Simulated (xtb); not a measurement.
hexafluoroacetylacetone (C5H2F6O2), SMILES FC(F)(F)C(=CC(C(F)(F)F)=O)O. All values are semi-empirical tight-binding results from xtb (GFN2-xTB unless named), good for trends rather than for accurate numbers. The structure is a stationary point at GFN2-xTB. Other conformers were not sampled.

Optimised geometry:

Bond lengths (Å): O1–C2 1.323, O1–H14 0.970, C2–C3 1.348, C2–C10 1.532, C3–C4 1.454, C3–H15 1.082, C4–O5 1.199, C4–C6 1.561, C6–F7 1.345, C6–F8 1.345, C6–F9 1.324, C10–F11 1.333, C10–F12 1.333, C10–F13 1.334. Angles (°): C2–O1–H14 112.6, O1–C2–C3 125.1, O1–C2–C10 111.5, C3–C2–C10 123.3, C2–C3–C4 125.2, C2–C3–H15 118.3, C4–C3–H15 116.4, C3–C4–O5 128.8, C3–C4–C6 110.7, O5–C4–C6 120.5, C4–C6–F7 110.7, C4–C6–F8 110.8, C4–C6–F9 113.0, F7–C6–F8 106.3, F7–C6–F9 107.9, F8–C6–F9 107.9, C2–C10–F11 111.7, C2–C10–F12 111.8, C2–C10–F13 110.7, F11–C10–F12 108.5, F11–C10–F13 106.9, F12–C10–F13 106.9.

| Property | Value |
|---|---|
| orbital gap | 2.87 eV |
| dipole moment | 5.80 D |
| zero-point energy | 45.1 kcal/mol |
| G − E(el) at 298.15 K (modified RRHO) | 20.5 kcal/mol |
| static polarisability (D4 model) | 77.1 bohr³ |
| solvation energy, GFN2-xTB/ALPB(water) | -9.8 kcal/mol |
| solvation energy, GFN2-xTB/ALPB(hexane) | -5.9 kcal/mol |

Computed IR lines (harmonic; lines under 4 % of the strongest left out, lines within 3 cm⁻¹ merged):
ν (cm⁻¹): 559 (m), 580 (w), 662 (w), 841 (w), 1046 (vs), 1093 (vs), 1099 (s), 1117 (m), 1175 (w), 1315 (w), 1638 (vs), 1779 (m), 3438 (w) (against the strongest line: vs over 80 %, s over 45 %, m over 15 %, w over 4 %, vw less)

Computed atomic charges and the Wiberg bond orders between heavy atoms:
charges (e) O1 -0.30, C2 0.15, C3 -0.10, C4 0.22, O5 -0.27, C6 0.46, F7 -0.20, F8 -0.20, F9 -0.17, C10 0.49, F11 -0.18, F12 -0.18, F13 -0.18, H14 0.35, H15 0.09. Bond orders O1–C2 1.19, C2–C3 1.66, C3–C4 1.10, C4–O5 1.86, C4–C6 0.87, C6–F7 0.95, C6–F8 0.95, C6–F9 0.98, C2–C10 0.92, C10–F11 0.96, C10–F12 0.97, C10–F13 0.97.
